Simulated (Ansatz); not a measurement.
Consider the ligand exchange at the Si–N bond: `F[SiH](Br)N[SiH3]` + `B[SiH2]N` → `B[SiH2]N[SiH3]` + `N[SiH](F)Br`.

Isolated molecules relaxed with PBE0-D4/def2-TZVP in Ansatz; ΔE leaves out vibrations. CCSD(T)/CBS adds triple-zeta CCSD(T) − MP2 to the extrapolated MP2 energy (def2 sets, frozen cores). DFT in def2-TZVPP. For Br outer-core shells are correlated without core-valence functions, which leaves a few kJ/mol of doubt a bond. Scalar relativity is left out up to krypton. Each species was taken in one conformer, which may not be the lowest.

Task: Is it downhill or uphill in electronic energy at CCSD(T)/CBS, and by how much? (Estimate.)

Result: The calculation gave: Nearly level: ΔE = -0.5 kJ/mol.

Task: What do these levels give: r2SCAN-D4, PBE0-D4, B2PLYP, PBE0, HF/def2-TZVPP, MP2/CBS(def2)? (Estimate.)

Result: Ansatz gave: r2SCAN-D4 -1.2, PBE0-D4 -1.3, B2PLYP -0.9, PBE0 -1.3, HF/def2-TZVPP -1.4, MP2/CBS(def2) -0.7 kJ/mol.

Largest T1 diagnostic among the species: 0.011.
